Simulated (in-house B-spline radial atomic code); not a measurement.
Sr⁸⁺. Computed with a B-spline radial atomic code. Model: all-electron spherical atom, spin shells full or empty, radial basis limit, no spin-orbit coupling, Breit or QED, empty-state partial waves extrapolated as (l+1/2)^-4, RPA, G0W0 and static COHSEX of the highest shell as one setting changes (uncorrelated shells keep exact exchange).

Given: element Sr; charge 8; filled core Ar; hamiltonian one-electron scalar X2C; mean-field start PBE0; highest l of empty states 9; nuclear rms radius 4.224 fm; highest mean-field shell 4s.

Shell: 3d 5 5, 4s 1 1 (electrons up and down).

| lowest nl shells left uncorrelated | RPA correlation energy (hartree) | G0W0 level (eV) | G0W0 minus most complete (meV) | COHSEX level (eV) | removal by RPA minus most complete (meV) |
| --- | --- | --- | --- | --- | --- |
| 0 | -2.2927 | -159.01 | 0 | -161.5 | 0 |
| 1 | -2.135 | -159.01 | 0.9 | -161.5 | -0.3 |
| 2 | ? | ? | ? | ? | ? |
| 3 | -1.441 | -159 | 11.9 | -161.48 | -0.4 |
| 4 | -1.2676 | -159.14 | -131.4 | -161.74 | 127.1 |
| 5 | ? | ? | ? | ? | ? |
| 6 | -0.090585 | -158.2 | 807.9 | -160.39 | -981.6 |

Task: What follows for lowest nl shells left uncorrelated = 5?

Result: RPA correlation energy -0.75802 hartree; G0W0 level -159.05 eV; G0W0 minus most complete -35.6 meV; COHSEX level -161.6 eV; removal by RPA minus most complete -12.6 meV.

Task: What follows for lowest nl shells left uncorrelated = 2?

Result: RPA correlation energy -1.9529 hartree; G0W0 level -159.02 eV; G0W0 minus most complete -13.4 meV; COHSEX level -161.53 eV; removal by RPA minus most complete 15.7 meV.
